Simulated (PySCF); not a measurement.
Compound: C7H7 (doublet state).
SMILES with atom numbers: `[CH:1]#[C:2][CH:3]([C:4]#[CH:5])[CH:6][CH3:7]` (hydrogens: H8 on C1; H9 on C3; H10 on C5; H11 on C6; H12, H13, H14 on C7)

Cartesian coordinates in Å at the GFN2-xTB level; atoms count from 1:
```
atom  x, y, z in Å
C1     0.698    2.592    0.345
C2     0.606    1.456   -0.020
C3     0.428    0.052   -0.394
C4     1.656   -0.681   -0.104
C5     2.646   -1.296    0.169
C6    -0.717   -0.502    0.386
C7    -2.048   -0.667   -0.227
H8     0.794    3.594    0.642
H9     0.223   -0.003   -1.472
H10    3.517   -1.836    0.391
H11   -0.591   -0.609    1.449
H12   -1.976   -1.148   -1.206
H13   -2.701   -1.258    0.411
H14   -2.535    0.304   -0.392
```

The hyperfine couplings belong to this conformer and change with its torsions.

Method: PySCF, UKS B3LYP, pcH-1 on C H, non-relativistic, mean-field spin-orbit, GIAO. Geometry: GFN2-xTB, one conformer, isolated molecule. The geometry wasn't refined by DFT: couplings that depend on bond lengths, twists or pyramidal angles can differ widely from those at the functional's own minimum. The SCF solution wasn't tested for stability.

**Question.** Match the computed a_iso(13C) values +103.2, +60.7, -34.1, -26.8, +5.7 MHz (means over equivalent nuclei) with the sites C1/C5; C2/C4; C3; C6; C7.

**Answer.** 
```tsv
site	a_iso (MHz)	ρ(0) (bohr⁻³)	position	distance from C6 (Å)	spin population	largest |T| (MHz)
C1/C5	+5.7	+0.0050	3 bonds from C6	3.43	+0.03	5.1
C2/C4	+60.7	+0.0540	2 bonds from C6	2.41	+0.01	6.1
C3	-26.8	-0.0238	1 bond from C6	1.49	-0.06	2.1
C6	+103.2	+0.0918	largest spin population	0.00	+1.02	164.9
C7	-34.1	-0.0303	1 bond from C6	1.48	-0.09	2.4
```

**Question.** The isotropic 1H couplings, averaged over equivalent nuclei, are +80.2, -63.0, +7.5, -1.7 MHz. Assign them to H8/H10; H9; H11; H12/H13/H14.

**Answer.** 
```tsv
site	a_iso (MHz)	ρ(0) (bohr⁻³)	position	distance from C6 (Å)	bound to	spin population there	largest |T| (MHz)
H8/H10	-1.7	-0.0004	4 bonds from C6	4.41	C1/C5	+0.03	2.9
H9	+7.5	+0.0017	β, 2 bonds from C6	2.14	C3	-0.06	9.3
H11	-63.0	-0.0141	α, 1 bond from C6	1.08	C6	+1.02	40.0
H12/H13/H14	+80.2	+0.0179	β, 2 bonds from C6	2.13	C7	-0.09	9.0
```

ρ(0) is the spin density at the nucleus and T the dipolar tensor; entries for several nuclei are means. The largest Mulliken spin populations are on C6 (+1.02), C7 (-0.09), H14 (+0.07) and C3 (-0.06). No atom but C6 exceeds +0.15. The angles at C6 add up to 359.1°, so it is planar; its axial dipolar tensor and the negative coupling of its proton fit spin in a p orbital normal to that plane.

Examples of negative spin density at the nucleus (bohr⁻³): C7 (-0.0303), C3 (-0.0238) and H11 (-0.0141).

Class means assume fast exchange of nuclei equivalent by connectivity; if that motion is slow, each nucleus keeps its own coupling. The three 1H nuclei of mean +80.2 MHz run from 16.3 to 155.1 MHz in the frozen geometry. The 13C value of +60.7 MHz is a mean of couplings from 44.0 to 77.4 MHz in this one geometry, not an average over conformers.

On one thread, Arm Neoverse V2 (aarch64), on a shared host, this took 40 s wall (with the writing of density and orbital grids) and 0.88 GiB of memory at its peak.
